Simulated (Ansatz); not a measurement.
Ga(NH2Me)H3 (CH8GaN). Total charge 0; singlet. Geometry PBE-D4/def2-SVP, basis def2-TZVP, Ansatz.

```
run  HOMO (eV)  LUMO (eV)
  A      -6.12      -0.86
  B      -7.26      -0.36
  C      -6.53      -0.30
  D      -7.45      -0.05
  E      -6.98      -0.05
  F      -8.85       0.76
```

B3LYP takes the VWN-RPA correlation.

**Question.** The runs used B3LYP, BLYP, CAM-B3LYP, PBE0, r2SCAN, r2SCANh. Estimate which is which.

**Answer.** A BLYP (0 % exact exchange); B B3LYP (20 % exact exchange); C r2SCAN (0 % exact exchange); D PBE0 (25 % exact exchange); E r2SCANh (10 % exact exchange); F CAM-B3LYP (range-separated). Exact exchange lowers occupied and raises empty levels; among semilocal functionals meta-GGAs tend to open the gap a little, and such runs are hard to tell apart. The gap grows from 5.26 eV (BLYP) to 9.61 eV (CAM-B3LYP).
